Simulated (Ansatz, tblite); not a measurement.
Forces on the cluster Rb3Cl3⁻ at its PBE0-D4/def2-SVPD geometry. Total charge -1; doublet.

In the def2 sets Rb takes a core potential; there is no spin–orbit coupling. The xTB rows come from tblite. At PBE-D4/def2-TZVPD the highest occupied level of the charge -1 doublet lies above zero (up to 0.45 eV). It is a level of α spin, whose loss leaves a singlet; that state wasn't run at this geometry and level. The electron is either unbound and held by the finite basis, or the level is raised by self-interaction error. The structure comes from a short search, and lower isomers may exist.

GFN1-xTB (tblite), largest force 0.58 eV/Å:

```xyz
6
positions Å, forces eV/Å
Rb    0.955   -0.457    2.750   -0.140    0.184   -0.527
Rb   -0.639    1.620   -0.677    0.339   -0.413    0.137
Rb    0.120   -2.551   -1.468    0.001    0.542    0.193
Cl    0.000   -0.025   -3.264   -0.084   -0.118    0.161
Cl    1.018    2.504    1.829   -0.112   -0.183    0.029
Cl   -1.454   -1.092    0.830   -0.004   -0.012    0.007
```

GFN2-xTB (tblite), largest force 0.23 eV/Å:

```
Rb 0.058 -0.001 -0.159
Rb 0.131 -0.152 0.048
Rb 0.103 0.114 0.071
Cl -0.023 0.032 0.050
Cl -0.043 -0.015 -0.045
Cl -0.226 0.022 0.034
```

PBE-D4/def2-TZVPD (Ansatz), largest force 0.05 eV/Å:

```
Rb 0.016 -0.013 0.032
Rb -0.019 0.018 -0.007
Rb 0.007 -0.034 -0.013
Cl 0.013 0.012 -0.047
Cl 0.025 0.042 0.014
Cl -0.042 -0.025 0.021
```
